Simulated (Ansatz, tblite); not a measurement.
Removing an electron: the cluster AgPd2⁻ (the lowest singlet isomer of a short search). Total charge -1; singlet. Geometry: r2SCAN-D4/def2-TZVPD. Ansatz, gas phase; energy differences of separate SCF runs; the oxidised species was run as a doublet alone.

Cartesian coordinates in Å:
```
Pd 0.990 -0.751 -0.838
Pd 0.431 1.232 0.736
Ag -1.421 -0.481 0.102
```

In the def2 sets Ag, Pd take a core potential; there is no spin–orbit coupling. The xTB rows come from tblite. The structure comes from a short search, and lower isomers may exist.

Question: Estimate orbital energies and vertical ionisation energies at: GFN1-xTB; GFN2-xTB; PBE-D4/def2-TZVPD; r2SCAN-D4/def2-TZVPD; PBE0-D4/def2-TZVPD.

Answer: 
```
               level  −HOMO (eV)  vertical IE (eV)  −LUMO (eV)  HOMO–LUMO gap (eV)                       remarks
            GFN1-xTB        3.03              5.89        1.17                1.86                             –
            GFN2-xTB        3.55              6.15        1.75                1.79                             –
   PBE-D4/def2-TZVPD       -1.10              1.53       -1.52                0.42  HOMO above zero (-1 singlet)
r2SCAN-D4/def2-TZVPD       -1.10              1.36       -1.70                0.61  HOMO above zero (-1 singlet)
  PBE0-D4/def2-TZVPD       -0.24              1.30       -2.28                2.04  HOMO above zero (-1 singlet)
```

Run but left out: HF/def2-TZVPD, MP2/def2-TZVPD, CCSD/def2-TZVPD, CCSD(T)/def2-TZVPD (singlet: restricted singlet, unstable towards broken spin symmetry).  A HOMO above zero means that the electron is unbound at that level or that self-interaction error raises the level; the energy of removing that electron tells which. Raw xTB energy differences between charge states are shifted by several eV; the methods need an empirical correction for them.
